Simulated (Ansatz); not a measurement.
`NB(S)[SiH2][SiH3]` + `[F][GeH2][SiH2][SiH3]` → `[SiH3][SiH2][GeH2][SiH2][SiH3]` + `NB(F)S`  (redistribution)

Gas-phase electronic energies from Ansatz, PBE0-D4/def2-TZVP geometries. CCSD(T)/CBS is the MP2 limit (def2-TZVPP, def2-QZVPP) plus CCSD(T) − MP2 in def2-TZVPP, frozen cores. This one scheme is used for every species. DFT in def2-TZVPP. For Ge outer-core shells are correlated without core-valence functions, which leaves a few kJ/mol of doubt a bond. Scalar relativity is left out up to krypton. One conformer a species, not always the lowest.

```tsv
level	ΔE (eV)
PBE	-1.11
SCS-MP2/def2-TZVPP	-1.15
HF/def2-QZVPP	-1.13
MP2/CBS(def2)	-1.23
```

(1) What does CCSD(T)/CBS give? (Best estimate.)

Largest T1 diagnostic among the species: 0.014.

Answers

(1) The calculation gave: -1.21 eV. The listed levels differ from it by 0.10, 0.06, 0.08, -0.02 eV.

From PBE to PBE0 (25 % exact exchange), in def2-TZVPP and without D4, ΔE moves by −0.08 eV. In def2-TZVPP, CCSD(T) changes the Hartree–Fock value by −0.05 eV (the triples alone add +0.01 eV) and MP2 by −0.07 eV. The D4 term adds −0.07 eV with B3LYP and −0.05 eV with PBE0; it sums over pairs of atoms, weighted by their polarisabilities, and B3LYP, whose exchange is more repulsive, gets the larger term.

B3LYP here is the variant with VWN-RPA as its local correlation; programs differ in this.
